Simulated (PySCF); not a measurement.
# Correlation energy of Cu (copper, neutral)

[Ar] 3d9 4s1 4p1, one real determinant (an excited configuration). Calculation: PySCF 2.14, in dyall-av2z (16s12p7d2f, 101 functions); no relativity, point nucleus. Frozen: [Ar]; 11 electrons correlated; the 33 highest virtual orbitals of each spin left out.

```json
{"level": "CCSD", "correlation energy (mhartree)": "-311.20"}
{"level": "(T)", "correlation energy (mhartree)": "-8.75"}
{"level": "CCSD(T)", "correlation energy (mhartree)": "-319.95"}
```

Diagnostics: T1 = 0.015, D1 = 0.0388, largest double amplitude 0.027.

The real determinant used has ⟨L²⟩ near 8 against 12 for a pure F term, so it mixes terms.

Cost of the coupled-cluster step: roughly 26 core-seconds, for 11 correlated electrons.

The reference is one real determinant that mixes LS terms of this configuration.
